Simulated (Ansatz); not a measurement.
Ansatz (a program for electronic structure) input:

Ansatz 0.2 input:
```yaml
crystal:
  periodic: [false, false, false]
  atoms:
    - {symbol: Cl, position_ang: [-1.43370246, -0.17800052, 0.01936132]}
    - {symbol: C, position_ang: [-0.00925733, 0.60505668, -0.02645622]}
    - {symbol: Cl, position_ang: [1.43849366, -0.13515052, -0.00566873]}
    - {symbol: H, position_ang: [-0.02590629, 1.69322759, -0.07403672]}
basis:
  gaussian:
    orbitals: def2-TZVP
hamiltonian:
  xc: b3lyp
  dispersion: d3bj
total_charge: 1
phonons: {temperatures: {t_min: 298.15, t_max: 298.15, t_step: 100}}
```

Q: Which total energy does the run end on?

A: -958.81864 Eh (B3LYP-D3(BJ)/def2-TZVP). The basis has 111 functions.
